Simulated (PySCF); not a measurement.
## Which basis set comes closest?

Molecule: `Nc1ccccc1Cl`, C6H6ClN.

Molfile (atoms numbered from 1):
```
C6H6ClN
     RDKit          3D

 14 14  0  0  0  0  0  0  0  0999 V2000
    2.3109   -0.1940    0.0415 N   0  0  0  0  0  0  0  0  0  0  0  0
    0.9502   -0.0326    0.0633 C   0  0  0  0  0  0  0  0  0  0  0  0
    0.0715   -1.1262   -0.0388 C   0  0  0  0  0  0  0  0  0  0  0  0
   -1.3058   -0.9575    0.0300 C   0  0  0  0  0  0  0  0  0  0  0  0
   -1.8602    0.3106    0.2023 C   0  0  0  0  0  0  0  0  0  0  0  0
   -1.0127    1.4111    0.3025 C   0  0  0  0  0  0  0  0  0  0  0  0
    0.3647    1.2388    0.2324 C   0  0  0  0  0  0  0  0  0  0  0  0
    1.4125    2.6263    0.3458 Cl  0  0  0  0  0  0  0  0  0  0  0  0
    2.6698   -1.0412   -0.3751 H   0  0  0  0  0  0  0  0  0  0  0  0
    2.8604    0.6393   -0.1248 H   0  0  0  0  0  0  0  0  0  0  0  0
    0.4951   -2.1258   -0.1685 H   0  0  0  0  0  0  0  0  0  0  0  0
   -1.9548   -1.8325   -0.0525 H   0  0  0  0  0  0  0  0  0  0  0  0
   -2.9417    0.4464    0.2572 H   0  0  0  0  0  0  0  0  0  0  0  0
   -1.4094    2.4196    0.4331 H   0  0  0  0  0  0  0  0  0  0  0  0
  1  2  1  0
  2  3  2  0
  3  4  1  0
  4  5  2  0
  5  6  1  0
  6  7  2  0
  7  8  1  0
  7  2  1  0
  1  9  1  0
  1 10  1  0
  3 11  1  0
  4 12  1  0
  5 13  1  0
  6 14  1  0
M  END
```

Geometry PBE0-D3(BJ)/def2-SVP throughout; GIAO in PySCF, gas phase, one conformer, non-relativistic; equivalent atoms averaged; functional PBE0.

Reference values (measured; solution, CDCl3; Viesser, Ducati, Tormena, Autschbach, PCCP 2018 (ESI)): δ(C7) = 119.5 ppm. Computed shifts are taken against TMS, calculated as an isolated molecule at each level.

Task: How do the basis sets STO-3G, pcSseg-0, 6-31G, 6-31G*, cc-pVDZ, def2-SVP, pcSseg-1, aug-cc-pVDZ, 6-311+G(2d,p), def2-TZVP, cc-pVTZ perform against the reference? Times are CPU seconds on shared hosts with different chips, so compare them loosely.

Result: 
```csv
basis set,functions,C7,abs. error C,core-s
STO-3G,50,108.0,11.5,4.4
pcSseg-0,88,132.0,12.5,8.2
6-31G,88,121.4,1.9,9.3
6-31G*,128,116.2,3.3,15
cc-pVDZ,146,123.6,4.1,17
def2-SVP,146,121.6,2.1,15
pcSseg-1,173,126.0,6.5,23
aug-cc-pVDZ,242,123.6,4.1,36
"6-311+G(2d,p)",260,125.6,6.1,39
def2-TZVP,290,127.2,7.7,47
cc-pVTZ,328,126.0,6.5,57
```

For 13C the closest is 6-31G (1.9 ppm, with def2-SVP practically level) and the furthest pcSseg-0 (12.5 ppm). Where a smaller basis beats a larger one, errors probably cancel. One molecule is a small sample, and vibrational and solvent effects are absent from the calculation.

A small basis that lands close on one nucleus may do so by chance; judge by the trend and by all nuclei.
